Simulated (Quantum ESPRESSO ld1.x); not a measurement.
Problem. Ionisation ladder of cobalt, from Co22+ to Co26+. Each ion is in the ground configuration listed by NIST, and IE = E(next ion) - E(this ion), with E = 0 for the bare nucleus. Calculated with ld1.x of Quantum ESPRESSO 7.5: scalar-relativistic Kohn-Sham, relativistic LDA (MacDonald-Vosko exchange, VWN5 correlation), spin-unpolarised, spherical densities, point nucleus.

| species | configuration | IE, Delta-SCF (eV) | -e(HOMO) (eV) | HOMO |
|---|---|---|---|---|
| Co22+ | [He] 2s2 2p1 | 1945.1 | 1889.1 | 2p |
| Co23+ | [He] 2s2 | 2118.2 | 2070.9 | 2s |
| Co24+ | [He] 2s1 | 2208.3 | 2165.1 | 2s |
| Co25+ | [He] | ? | 9344.4 | 1s |
| Co26+ | 1s1 | ? | 9756.6 | 1s |

Estimate the withheld Delta-SCF values.

Solution. Co25+: 9551.9 eV (NIST 9544.2); Co26+: 9940.7 eV (NIST 10012.1).

Beside tabulated values, note that spin-unpolarised runs miss the spin-polarisation part of the exchange energy of open shells.
